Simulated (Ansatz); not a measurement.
Reaction (formal exchange of groups at a C–N bond): `C/C=N/CF` + `[OH][GeH2][OH]` → `[OH][GeH]([OH])[CH2]F` + `CC=N`

Calculated with Ansatz (gas phase, PBE0-D4/def2-TZVP geometries, no zero-point term in ΔE). CCSD(T)/CBS is the MP2 limit (def2-TZVPP, def2-QZVPP) plus CCSD(T) − MP2 in def2-TZVPP, frozen cores. Functionals use def2-TZVPP. B3LYP here is the variant with VWN-RPA as its local correlation; programs differ in this. For Ge outer-core shells are correlated without core-valence functions, which leaves a few kJ/mol of doubt a bond. Scalar relativity is left out up to krypton. One conformer a species, not always the lowest.

`C/C=N/CF`:

Z-matrix (Å, degrees):
```
C
C 1 1.485
H 1 1.095 2 110.2
H 1 1.094 2 110.2 3 -117.4
H 1 1.089 2 110.6 3 121.1
N 2 1.262 1 122.5 3 -119.4
H 2 1.103 1 116.4 3 60.5
C 6 1.426 2 117.4 1 178.2
F 8 1.373 6 109.2 2 131.8
H 8 1.101 6 113.4 2 12.0
H 8 1.095 6 109.0 2 -110.9
```

`[OH][GeH2][OH]`:

Z-matrix (Å, degrees):
```
Ge
O 1 1.773
O 1 1.776 2 110.8
H 1 1.525 2 104.9 3 114.7
H 1 1.543 2 109.7 3 -119.9
H 2 0.959 1 113.6 3 70.1
H 3 0.959 1 113.3 2 -91.5
```

`[OH][GeH]([OH])[CH2]F`:

Cartesian coordinates in Å:
```
O -1.590 -0.871 0.770
Ge -0.433 0.373 0.245
O 0.739 0.663 1.546
C 0.648 -0.297 -1.252
F 1.264 0.757 -1.908
H -1.163 -1.596 1.232
H -1.283 1.612 -0.067
H 0.379 1.167 2.280
H 1.421 -0.976 -0.881
H 0.017 -0.833 -1.966
```

`CC=N`:

Z-matrix (Å, degrees):
```
C
C 1 1.493
H 1 1.092 2 111.6
H 1 1.094 2 110.3 3 -121.2
H 1 1.094 2 110.3 3 121.2
N 2 1.263 1 127.9 3 0.0
H 2 1.095 1 115.5 3 -180.0
H 6 1.023 2 110.6 1 0.0
```

| level | ΔE (kJ/mol) | difference from CCSD(T)/CBS |
| --- | --- | --- |
| PBE-D4 | -10.0 | 4.1 |
| r2SCAN-D4 | -9.3 | 4.8 |
| PBE0-D4 | -8.8 | 5.3 |
| B3LYP-D4 | -10.9 | 3.2 |
| ωB97X-V | -9.7 | 4.4 |
| ωB97M-V | -12.0 | 2.1 |
| B2PLYP | -9.8 | 4.3 |
| PBE | -9.0 | 5.1 |
| r2SCAN | -9.1 | 5.0 |
| PBE0 | -7.9 | 6.2 |
| B3LYP | -9.1 | 5.0 |
| HF/def2-TZVPP | -2.8 | 11.3 |
| MP2/def2-TZVPP | -11.4 | 2.7 |
| SCS-MP2/def2-TZVPP | -10.6 | 3.5 |
| CCSD/def2-TZVPP | -12.8 | 1.3 |
| CCSD(T)/def2-TZVPP | -12.7 | 1.4 |
| HF/def2-QZVPP | -1.7 | 12.4 |
| MP2/def2-QZVPP | -11.8 | 2.3 |
| SCS-MP2/def2-QZVPP | -11.0 | 3.1 |
| HF/CBS(def2) | -1.5 | 12.6 |
| MP2/CBS(def2) | -12.8 | 1.3 |
| CCSD/CBS(def2) | -14.2 | -0.1 |
| CCSD(T)/CBS | -14.1 | 0 |

Largest T1 diagnostic among the species: 0.012.

In def2-TZVPP, CCSD(T) changes the Hartree–Fock value by −9.9 kJ/mol (the triples alone add +0.1 kJ/mol) and MP2 by −8.6 kJ/mol.
